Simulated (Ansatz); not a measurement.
Ansatz (an electronic-structure program) input (B3LYP-D3(BJ)/def2-TZVP):

Ansatz 0.2 input:
```yaml
crystal:
  periodic: [false, false, false]
  atoms:
    - {symbol: C, position_ang: [-1.86458413, -1.12231937, 0.09076365]}
    - {symbol: C, position_ang: [-0.89629687, -0.28033778, 0.91413991]}
    - {symbol: C, position_ang: [0.08576872, 0.59135718, 0.10912983]}
    - {symbol: C, position_ang: [0.99596360, 1.28706998, 1.04581370]}
    - {symbol: C, position_ang: [-0.69190067, 1.65962930, -0.69687533]}
    - {symbol: C, position_ang: [0.92107074, -0.22745871, -0.90405370]}
    - {symbol: C, position_ang: [1.75818776, -1.32398315, -0.25626340]}
    - {symbol: H, position_ang: [-2.52590033, -1.67184551, 0.75795171]}
    - {symbol: H, position_ang: [-2.48085558, -0.50034858, -0.55301612]}
    - {symbol: H, position_ang: [-1.33629847, -1.84450436, -0.52594969]}
    - {symbol: H, position_ang: [-1.47505453, 0.38327572, 1.56155720]}
    - {symbol: H, position_ang: [-0.31928921, -0.94144938, 1.56333648]}
    - {symbol: H, position_ang: [1.81951327, 1.86063051, 0.66443308]}
    - {symbol: H, position_ang: [0.80885112, 1.30400146, 2.10115427]}
    - {symbol: H, position_ang: [0.00292084, 2.34614074, -1.17463476]}
    - {symbol: H, position_ang: [-1.29701058, 1.19293147, -1.46971392]}
    - {symbol: H, position_ang: [-1.34072120, 2.23026796, -0.03684056]}
    - {symbol: H, position_ang: [0.25862201, -0.66322009, -1.65336547]}
    - {symbol: H, position_ang: [1.58868147, 0.46553697, -1.42097024]}
    - {symbol: H, position_ang: [2.36504577, -0.90780694, 0.54541432]}
    - {symbol: H, position_ang: [1.13026692, -2.10813444, 0.15842699]}
    - {symbol: H, position_ang: [2.41907738, -1.77516077, -0.99366123]}
basis:
  gaussian:
    orbitals: def2-TZVP
hamiltonian:
  xc: b3lyp
  dispersion: d3bj
magnetization: {spin_polarized: true, initial_magnetization: 1}
relax: {f_tol: 0.002, max_steps: 150}
```

Output:

```
Functional definition: B3LYP
integrals: 0.33 GiB planned
1920 factors; their error is unknown
0.45 GiB of the device are held for the grids
2.17 GiB of device memory are held for the factors and their scratch space
mean field: 2.83 GiB planned
mean field evaluation 1: about -7485.5994 eV, gradient 6.5e1 eV
mean field evaluation 2: about -7466.7541 eV, gradient 8.7e1 eV
mean field evaluation 4: about -7505.5427 eV, gradient 5.3e0 eV
mean field evaluation 8: about -7505.6669 eV, gradient 9.2e-2 eV
mean field evaluation 16: about -7505.6099 eV, gradient 4.7e-4 eV
mean field -7505.60990251 eV, -275.8260764320 hartree, gradient 3.5e-5 eV, S^2 0.753875; 0 other end points of the search recorded, 0 dependent functions left out
the calculation of the forces begins
reference -7505.61024249 eV, -275.8260889263 hartree; 29, 28 occupied and 278, 279 virtual orbitals, 1920 factors
relax step   1: F+E_penalty+E_count = -7506.53412132 eV  Δ(F+E_penalty+E_count) = +0.000e0 eV  max|allowed force component| = 3.447e-1 eV/Å  Δτ_max = 0.0000 Å  (33 SCF iters, accepted)
these checks for a lower state are left out or cut short: starts, cluster_reference, orbital_swaps, neighbouring_geometries, increment
integrals: 0.33 GiB planned
1920 factors; their error is unknown
0.45 GiB of the device are held for the grids
2.17 GiB of device memory are held for the factors and their scratch space
mean field: 2.82 GiB planned
mean field -7505.63837850 eV, -275.8271229054 hartree, gradient 1.4e-5 eV, S^2 0.753929; 0 other end points of the search recorded, 0 dependent functions left out
the calculation of the forces begins
reference -7505.63872007 eV, -275.8271354580 hartree; 29, 28 occupied and 278, 279 virtual orbitals, 1920 factors
relax step   2: F+E_penalty+E_count = -7506.55512661 eV  Δ(F+E_penalty+E_count) = -2.101e-2 eV  max|allowed force component| = 1.258e-1 eV/Å  Δτ_max = 0.0668 Å  (34 SCF iters, accepted)
these checks for a lower state are left out or cut short: starts, cluster_reference, orbital_swaps, neighbouring_geometries, increment
integrals: 0.33 GiB planned
1920 factors; their error is unknown
0.45 GiB of the device are held for the grids
2.17 GiB of device memory are held for the factors and their scratch space
mean field: 2.82 GiB planned
mean field evaluation 32: about -7505.6415 eV, gradient 1.7e-5 eV
mean field -7505.64149458 eV, -275.8272374195 hartree, gradient 1.7e-5 eV, S^2 0.753958; 0 other end points of the search recorded, 0 dependent functions left out
the calculation of the forces begins
reference -7505.64183649 eV, -275.8272499843 hartree; 29, 28 occupied and 278, 279 virtual orbitals, 1920 factors
relax step   3: F+E_penalty+E_count = -7506.55777001 eV  Δ(F+E_penalty+E_count) = -2.643e-3 eV  max|allowed force component| = 7.289e-2 eV/Å  Δτ_max = 0.0188 Å  (34 SCF iters, accepted)
these checks for a lower state are left out or cut short: starts, cluster_reference, orbital_swaps, neighbouring_geometries, increment
integrals: 0.33 GiB planned
1920 factors; their error is unknown
0.45 GiB of the device are held for the grids
2.17 GiB of device memory are held for the factors and their scratch space
mean field: 2.82 GiB planned
mean field -7505.64141042 eV, -275.8272343265 hartree, gradient 1.3e-5 eV, S^2 0.753930; 0 other end points of the search recorded, 0 dependent functions left out
the calculation of the forces begins
reference -7505.64175220 eV, -275.8272468867 hartree; 29, 28 occupied and 278, 279 virtual orbitals, 1920 factors
relax step   4: F+E_penalty+E_count = -7506.55798878 eV  Δ(F+E_penalty+E_count) = -2.188e-4 eV  max|allowed force component| = 9.018e-2 eV/Å  Δτ_max = 0.0368 Å  (35 SCF iters, accepted)
these checks for a lower state are left out or cut short: starts, cluster_reference, orbital_swaps, neighbouring_geometries, increment
integrals: 0.33 GiB planned
1920 factors; their error is unknown
[...]
1920 factors; their error is unknown
0.45 GiB of the device are held for the grids
2.17 GiB of device memory are held for the factors and their scratch space
mean field: 2.83 GiB planned
mean field -7505.64065956 eV, -275.8272067330 hartree, gradient 9.6e-6 eV, S^2 0.753951; 0 other end points of the search recorded, 0 dependent functions left out
the calculation of the forces begins
reference -7505.64100017 eV, -275.8272192500 hartree; 29, 28 occupied and 278, 279 virtual orbitals, 1920 factors
relax step   6: F+E_penalty+E_count = -7506.55781333 eV  Δ(F+E_penalty+E_count) = +1.007e-3 eV  max|allowed force component| = 2.519e-1 eV/Å  Δτ_max = 0.1115 Å  (34 SCF iters, rejected (line search))
these checks for a lower state are left out or cut short: starts, cluster_reference, orbital_swaps, neighbouring_geometries, increment
integrals: 0.33 GiB planned
1920 factors; their error is unknown
0.45 GiB of the device are held for the grids
2.17 GiB of device memory are held for the factors and their scratch space
mean field: 2.83 GiB planned
mean field -7505.64228070 eV, -275.8272663086 hartree, gradient 1.6e-5 eV, S^2 0.753925; 0 other end points of the search recorded, 0 dependent functions left out
the calculation of the forces begins
reference -7505.64262176 eV, -275.8272788422 hartree; 29, 28 occupied and 278, 279 virtual orbitals, 1920 factors
relax step   7: F+E_penalty+E_count = -7506.55903811 eV  Δ(F+E_penalty+E_count) = -2.180e-4 eV  max|allowed force component| = 2.885e-2 eV/Å  Δτ_max = 0.0517 Å  (34 SCF iters, accepted)
these checks for a lower state are left out or cut short: starts, cluster_reference, orbital_swaps, neighbouring_geometries, increment
integrals: 0.33 GiB planned
1920 factors; their error is unknown
0.45 GiB of the device are held for the grids
2.17 GiB of device memory are held for the factors and their scratch space
mean field: 2.83 GiB planned
mean field evaluation 64: about -7505.6414 eV, gradient 5.5e-1 eV
mean field -7505.64237248 eV, -275.8272696814 hartree, gradient 1.3e-5 eV, S^2 0.753929; 0 other end points of the search recorded, 0 dependent functions left out
the calculation of the forces begins
reference -7505.64271317 eV, -275.8272822017 hartree; 29, 28 occupied and 278, 279 virtual orbitals, 1920 factors
relax step   8: F+E_penalty+E_count = -7506.55923004 eV  Δ(F+E_penalty+E_count) = -1.919e-4 eV  max|allowed force component| = 4.533e-2 eV/Å  Δτ_max = 0.0366 Å  (34 SCF iters, accepted)
these checks for a lower state are left out or cut short: starts, cluster_reference, orbital_swaps, neighbouring_geometries, increment
integrals: 0.33 GiB planned
1920 factors; their error is unknown
0.45 GiB of the device are held for the grids
2.17 GiB of device memory are held for the factors and their scratch space
mean field: 2.83 GiB planned
mean field -7505.64236519 eV, -275.8272694137 hartree, gradient 1.9e-5 eV, S^2 0.753926; 0 other end points of the search recorded, 0 dependent functions left out
the calculation of the forces begins
reference -7505.64270579 eV, -275.8272819305 hartree; 29, 28 occupied and 278, 279 virtual orbitals, 1920 factors
relax step   9: F+E_penalty+E_count = -7506.55931316 eV  Δ(F+E_penalty+E_count) = -8.313e-5 eV  max|allowed force component| = 2.921e-2 eV/Å  Δτ_max = 0.0053 Å  (35 SCF iters, accepted)
these checks for a lower state are left out or cut short: starts, cluster_reference, orbital_swaps, neighbouring_geometries, increment
integrals: 0.33 GiB planned
1920 factors; their error is unknown
0.45 GiB of the device are held for the grids
2.17 GiB of device memory are held for the factors and their scratch space
mean field: 2.82 GiB planned
mean field -7505.64267699 eV, -275.8272808720 hartree, gradient 1.9e-5 eV, S^2 0.753922; 0 other end points of the search recorded, 0 dependent functions left out
the calculation of the forces begins
reference -7505.64301748 eV, -275.8272933848 hartree; 29, 28 occupied and 278, 279 virtual orbitals, 1920 factors
relax step  10: F+E_penalty+E_count = -7506.55934606 eV  Δ(F+E_penalty+E_count) = -3.289e-5 eV  max|allowed force component| = 2.521e-3 eV/Å  Δτ_max = 0.0102 Å  (34 SCF iters, accepted)
these checks for a lower state are left out or cut short: starts, cluster_reference, orbital_swaps, neighbouring_geometries, increment
integrals: 0.33 GiB planned
1920 factors; their error is unknown
0.45 GiB of the device are held for the grids
2.17 GiB of device memory are held for the factors and their scratch space
mean field: 2.83 GiB planned
mean field -7505.64244390 eV, -275.8272723061 hartree, gradient 1.8e-5 eV, S^2 0.753921; 0 other end points of the search recorded, 0 dependent functions left out
the calculation of the forces begins
reference -7505.64278424 eV, -275.8272848133 hartree; 29, 28 occupied and 278, 279 virtual orbitals, 1920 factors
relax step  11: F+E_penalty+E_count = -7506.55937432 eV  Δ(F+E_penalty+E_count) = -2.826e-5 eV  max|allowed force component| = 4.509e-3 eV/Å  Δτ_max = 0.0132 Å  (34 SCF iters, accepted)
these checks for a lower state are left out or cut short: starts, cluster_reference, orbital_swaps, neighbouring_geometries, increment
integrals: 0.33 GiB planned
1920 factors; their error is unknown
0.45 GiB of the device are held for the grids
2.17 GiB of device memory are held for the factors and their scratch space
mean field: 2.83 GiB planned
mean field evaluation 96: about -7505.6424 eV, gradient 1.8e-5 eV
mean field -7505.64244430 eV, -275.8272723207 hartree, gradient 1.8e-5 eV, S^2 0.753919; 0 other end points of the search recorded, 0 dependent functions left out
the calculation of the forces begins
reference -7505.64278457 eV, -275.8272848257 hartree; 29, 28 occupied and 278, 279 virtual orbitals, 1920 factors
relax step  12: F+E_penalty+E_count = -7506.55937931 eV  Δ(F+E_penalty+E_count) = -4.990e-6 eV  max|allowed force component| = 3.414e-3 eV/Å  Δτ_max = 0.0091 Å  (35 SCF iters, accepted)
these checks for a lower state are left out or cut short: starts, cluster_reference, orbital_swaps, neighbouring_geometries, increment
integrals: 0.33 GiB planned
1920 factors; their error is unknown
0.45 GiB of the device are held for the grids
2.17 GiB of device memory are held for the factors and their scratch space
mean field: 2.82 GiB planned
mean field -7505.64242673 eV, -275.8272716753 hartree, gradient 1.9e-5 eV, S^2 0.753919; 0 other end points of the search recorded, 0 dependent functions left out
the calculation of the forces begins
reference -7505.64276699 eV, -275.8272841793 hartree; 29, 28 occupied and 278, 279 virtual orbitals, 1920 factors
relax step  13: F+E_penalty+E_count = -7506.55938051 eV  Δ(F+E_penalty+E_count) = -1.200e-6 eV  max|allowed force component| = 1.099e-3 eV/Å  Δτ_max = 0.0019 Å  (35 SCF iters, accepted)
integrals: 0.33 GiB planned
1920 factors; their error is unknown
0.45 GiB of the device are held for the grids
2.17 GiB of device memory are held for the factors and their scratch space
mean field: 2.82 GiB planned
mean field evaluation 128: about -7505.6424 eV, gradient 3.7e-5 eV
mean field -7505.64242673 eV, -275.8272716753 hartree, gradient 1.8e-5 eV, S^2 0.753919; 1 other end points of the search recorded, 0 dependent functions left out
the calculation of the forces begins
reference -7505.64276699 eV, -275.8272841793 hartree; 29, 28 occupied and 278, 279 virtual orbitals, 1920 factors
Total energy: -7506.55972076 eV, -275.8609816091 hartree
Atom 0 at    -1.853313    -1.135300     0.093735 Å, force     0.000163     0.000365    -0.000257 eV/Å
Atom 1 at    -0.884959    -0.287819     0.914388 Å, force    -0.000074     0.000183     0.000360 eV/Å
Atom 2 at     0.091573     0.603096     0.111525 Å, force     0.000637     0.000603    -0.001099 eV/Å
Atom 3 at     0.988634     1.317353     1.070157 Å, force     0.000315    -0.000720     0.000639 eV/Å
Atom 4 at    -0.700027     1.662799    -0.692002 Å, force    -0.000475    -0.000071     0.000398 eV/Å
Atom 5 at     0.938958    -0.216360    -0.890503 Å, force    -0.000072    -0.000119     0.000425 eV/Å
Atom 6 at     1.751399    -1.353290    -0.278301 Å, force     0.000169     0.000027    -0.000119 eV/Å
Atom 7 at    -2.503641    -1.712657     0.753313 Å, force     0.000016    -0.000034     0.000066 eV/Å
Atom 8 at    -2.494817    -0.523427    -0.541997 Å, force    -0.000154     0.000004    -0.000081 eV/Å
Atom 9 at    -1.328597    -1.844476    -0.548557 Å, force    -0.000008    -0.000191     0.000053 eV/Å
Atom 10 at    -1.456208     0.365727     1.580970 Å, force    -0.000198     0.000117     0.000003 eV/Å
Atom 11 at    -0.300548    -0.941442     1.566268 Å, force     0.000175    -0.000039     0.000016 eV/Å
Atom 12 at     1.903278     1.780650     0.721768 Å, force    -0.000482     0.000109     0.000174 eV/Å
Atom 13 at     0.670496     1.525616     2.083266 Å, force     0.000037     0.000064    -0.000464 eV/Å
Atom 14 at    -0.017195     2.337654    -1.210694 Å, force    -0.000002    -0.000109     0.000009 eV/Å
Atom 15 at    -1.337981     1.191531    -1.442733 Å, force     0.000015     0.000080    -0.000044 eV/Å
Atom 16 at    -1.330115     2.261205    -0.031765 Å, force    -0.000117     0.000166    -0.000021 eV/Å
Atom 17 at     0.281711    -0.612576    -1.668846 Å, force    -0.000058    -0.000120    -0.000070 eV/Å
Atom 18 at     1.615994     0.478987    -1.396260 Å, force    -0.000043    -0.000031     0.000023 eV/Å
Atom 19 at     2.397266    -0.988891     0.522923 Å, force     0.000011     0.000124     0.000026 eV/Å
Atom 20 at     1.109615    -2.129264     0.142127 Å, force     0.000119    -0.000230     0.000020 eV/Å
Atom 21 at     2.384534    -1.824846    -1.032006 Å, force     0.000026    -0.000178    -0.000058 eV/Å
Dipole moment:    -0.037419    -0.005087    -0.031505 e Å
```

It need not be the lowest isomer of its formula.
